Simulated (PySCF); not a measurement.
Spectrum to structure. Method: PySCF 2.14.0, density-fitted response routines, TDDFT PBE0/def2-SVPD, vertical, gas phase, core orbitals frozen in the response. Geometries: PBE0-D3(BJ)/def2-SVP, one conformer each.

| state | E (eV) | λ (nm) | f |
| --- | --- | --- | --- |
| S1 | 7.58 | 163.5 | 0.0000 |
| S2 | 7.61 | 162.8 | 0.0006 |
| S3 | 7.95 | 156.0 | 0.012 |
| S4 | 7.96 | 155.7 | 0.0000 |
| S5 | 8.01 | 154.8 | 0.0000 |
| S6 | 8.14 | 152.4 | 0.0011 |
| S7 | 8.53 | 145.3 | 0.0000 |
| S8 | 8.60 | 144.2 | 0.0000 |
| S9 | 8.60 | 144.1 | 0.014 |
| S10 | 8.84 | 140.3 | 0.036 |

Triplets computed (Tamm–Dancoff): 6.18, 6.22, 6.75, 6.78 eV.

Orbital energies (eV): HOMO-3 -10.39, HOMO-2 -10.05, HOMO-1 -9.95, HOMO -9.90, LUMO -0.28, LUMO+1 -0.21, LUMO+2 -0.09.

Task: Which structure fits?
A. `N#CCCC#N`
B. `N[SiH](N)C[SiH3]`
C. `Clc1ccccn1`

Result: A. Its S1, at 7.58 eV, is the highest among the candidates; the nearest of the others has S1 at 6.38 eV. S1 is HOMO-2→LUMO+1 (44%), HOMO→LUMO+2 (24%), HOMO-1→LUMO (13%). Löwdin shares by element: HOMO nitrogen 48%, carbon 35% or more (atoms not listed hold the other 17%); LUMO carbon 62% (atoms not listed hold the other 38%). At the same level the other candidates give, for their lowest levels:
- `N[SiH](N)C[SiH3]`: 6.38 eV (f 0.041); 6.57 eV (f 0.020); 6.99 eV (f 0.004); 7.15 eV (f 0.009); 7.30 eV (f 0.042); T1 6.11 eV; HOMO -7.20, LUMO 0.31 eV
- `Clc1ccccn1`: 5.10 eV (f 0.003); 5.30 eV (f 0.054); 5.37 eV (f 0.000); 6.01 eV (f 0.140); 6.63 eV (f 0.000); T1 4.08 eV; HOMO -7.60, LUMO -1.25 eV

Conformer computed: `[N:1]#[C:2][CH2:3][CH2:4][C:5]#[N:6]`: C2–C3–C4–C5 180°.
